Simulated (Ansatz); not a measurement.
```xyz
6

C    -0.0537   -0.4949   -0.0603
O    -0.0501   -0.4980    1.1670
N     0.0287    0.6800   -0.9362
H     0.0855   -1.3254   -0.7067
H     0.0304    0.5454   -1.8422
H    -0.1136    1.6203   -0.3710
```

Basis set: 6-31G (spherical functions). Frozen core: 3 orbitals. Charge 0, multiplicity 1.

Computed with Ansatz (development build ahead of 0.2.0); each method stands on the lowest determinant of its kind that the runs found. Restricted open shells among the atoms or ions are ROHF, correlated in semicanonical orbitals with singles.

The atomization energy at this shape (free ground-state atoms in the same class of orbitals less the molecule, no zero-point energy) of singlet CH3NO:

```
method  atomization energy
   RHF            13.29 eV
```

Problem. What does RHF-MP2 give?

Solution. 19.45 eV. Caution: the shape is not the minimum.

This basis has no polarisation functions and is too small for such energies, which can lie far from measured ones in either direction.
